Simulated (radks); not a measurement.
The nuclear charge of the promethium ion Pm2+ is varied continuously with 59 electrons held in [Xe] 4f5. All-electron calculation, Dirac Kohn-Sham, LDA (Slater exchange, Perdew-Wang correlation), spin-unpolarised, spherical densities, point nucleus; open shells fill j = l - 1/2 first. Program: a radial shooting solver on a logarithmic mesh with Libxc functionals. By the Hellmann-Feynman theorem dE/dZ = E(electron-nucleus)/Z, the electronic potential at the nucleus.

Z = 60: E (hartree) -9622.7014; E(electron-nucleus)/Z (hartree) -391.979; HOMO 4f5/2; e(HOMO) (eV) -3.137; <r> HOMO (bohr) 1.354
Z = 60.5: E (hartree) -9819.8954; E(electron-nucleus)/Z (hartree) -396.787; HOMO 4f5/2; e(HOMO) (eV) -8.451; <r> HOMO (bohr) 1.135
Z = 61: E (hartree) -10019.4835; E(electron-nucleus)/Z (hartree) -401.563; HOMO 4f5/2; e(HOMO) (eV) -15.570; <r> HOMO (bohr) 1.028
Z = 61.5: E (hartree) -10221.4574; E(electron-nucleus)/Z (hartree) -406.333; HOMO 4f5/2; e(HOMO) (eV) -23.798; <r> HOMO (bohr) 0.9561
Z = 62: E (hartree) -10425.8169; E(electron-nucleus)/Z (hartree) -411.106; HOMO 4f5/2; e(HOMO) (eV) -32.900; <r> HOMO (bohr) 0.9012

The central difference of E at Z = 61 is -401.562 hartree, to compare with the third column; the second derivative is -9.54 hartree.
